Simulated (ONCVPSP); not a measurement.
# Varying the ONCV potential for Ca (Z = 20)

Base potential:

```json
{"Element": "calcium", "Generator": "ONCVPSP 4.0.1", "Type": "optimised norm-conserving Vanderbilt (ONCV)", "Functional": "PBE", "Relativity": "scalar-relativistic", "Frozen core": "[Ne]", "Valence charge": "10", "Reference configuration": "3s2 3p6 4s1.5 (charge +0.5)", "Partial waves": "3s+4s: rc 2.20 bohr, ncon 3, nbas 7, qcut 6.1 1/bohr, 2 projectors; 3p: rc 1.35 bohr, ncon 4, nbas 9, qcut 5.7 1/bohr, 1 projector; d scattering state at 0.09 Ha: rc 2.10 bohr, ncon 4, nbas 7, qcut 4.7 1/bohr, 3 projectors, debl 0.9 Ha; f scattering state at 0.18 Ha: rc 2.15 bohr, ncon 3, nbas 7, qcut 5.1 1/bohr, 1 projector", "Local potential": "polynomial inside 1.00 bohr (lpopt 3, dvloc0 6 Ha)", "Core correction": "Teter function, fcfact 3.75, rcfact 1.65"}
```

In the d channel the program set the typed energies aside and used -0.183, 0.717, 1.617 Ha.

Cutoffs, loose and tight: the cutoffs (Ha) at which the residual kinetic energy of the hardest occupied pseudo-wave falls to 1 and 0.1 mHa per electron. They do not see the model core or the augmentation charge, which bear on the density cutoff. Test errors are all-electron minus pseudo excitation energies from the reference, over the configurations 3s2 3p6 4s2; 3s2 3p6 4s1; 3s2 3p6 4s0; 3s2 3p6 3d0.5 4s1.5. A dash means not determined; rows that change the core or the reference have their own tests.

For the base: The cutoffs count occupied waves only; projector 3 of the d channel, the hardest unoccupied one, needs 54 Ha at the loose tolerance.

A true bound ghost makes a file unfit for plane-wave use even where its test errors are small: the radial tests pick states by their node count and pass the ghost by.

```tsv
change	outcome	cutoff, loose	cutoff, tight	bound ghosts	GHOST(+) flags above zero	largest test error (meV)
base	generated, projector energies reset by the program	14 Ha	18 Ha	d	none	+9.7
s: qcut 4; p: qcut 3.8; d: qcut 3.1; f: qcut 3.4	generated, projector energies reset by the program	53 Ha	140 Ha	d	none	+16
s: qcut 5.3; p: qcut 4.9; d: qcut 4.1; f: qcut 4.4	generated, projector energies reset by the program	14 Ha	39 Ha	d	none	+12
s: qcut 6.2; p: qcut 5.8; d: qcut 4.8; f: qcut 5.2	generated, projector energies reset by the program	14 Ha	17 Ha	d	d	+9.3
s: qcut 7.1; p: qcut 6.6; d: qcut 5.4; f: qcut 5.9	generated, projector energies reset by the program	14 Ha	17 Ha	none	d	+7.2
s: qcut 8.2; p: qcut 7.7; d: qcut 6.3; f: qcut 6.9	generated, projector energies reset by the program	14 Ha	24 Ha	none	none	+5.2
s: qcut 9; p: qcut 8.4; d: qcut 7; f: qcut 7.5	generated, projector energies reset by the program	16 Ha	28 Ha	none	none	+4.2
```

Task: What comes out with this change to the base: s: qcut 4.5; p: qcut 4.2; d: qcut 3.5; f: qcut 3.8?

Result: outcome: generated, projector energies reset by the program; cutoff, loose: 27 Ha; cutoff, tight: 129 Ha; bound ghosts: d; GHOST(+) flags above zero: f; largest test error (meV): +15.

Task: What comes out with this change to the base: s: qcut 5.6; p: qcut 5.3; d: qcut 4.3; f: qcut 4.7?

Result: outcome: generated, projector energies reset by the program; cutoff, loose: 14 Ha; cutoff, tight: 23 Ha; bound ghosts: d; GHOST(+) flags above zero: none; largest test error (meV): +11.

Task: What comes out with this change to the base: s: qcut 7.5; p: qcut 7; d: qcut 5.8; f: qcut 6.3?

Result: outcome: generated, projector energies reset by the program; cutoff, loose: 14 Ha; cutoff, tight: 18 Ha; bound ghosts: none; GHOST(+) flags above zero: d; largest test error (meV): +6.2.
